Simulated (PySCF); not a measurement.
## [SeS2]2+: breathing scan

All numbers come from PBE0 in PySCF with Se def2-TZVP, S def2-TZVP; no relativity; density-fitted integrals.

Rigid scan from the singlet minimum (Se–S 1.948 Å (×2); S–Se–S 180.0°). Coordinate: all bonds to the central atom scaled together. Energies in kJ/mol from the minimum.

```json
{"scale of all bonds to the centre": "0.88", "E (kJ/mol)": "261.2"}
{"scale of all bonds to the centre": "0.92", "E (kJ/mol)": "100.1"}
{"scale of all bonds to the centre": "0.96", "E (kJ/mol)": "21.7"}
{"scale of all bonds to the centre": "1.00", "E (kJ/mol)": "0.0"}
{"scale of all bonds to the centre": "1.04", "E (kJ/mol)": "16.4"}
{"scale of all bonds to the centre": "1.08", "E (kJ/mol)": "57.5"}
{"scale of all bonds to the centre": "1.14", "E (kJ/mol)": "145.7"}
{"scale of all bonds to the centre": "1.22", "E (kJ/mol)": "283.0"}
{"scale of all bonds to the centre": "1.35", "E (kJ/mol)": "499.1"}
```

At long bonds a restricted determinant can lie too high, and another spin state can fall below this curve.
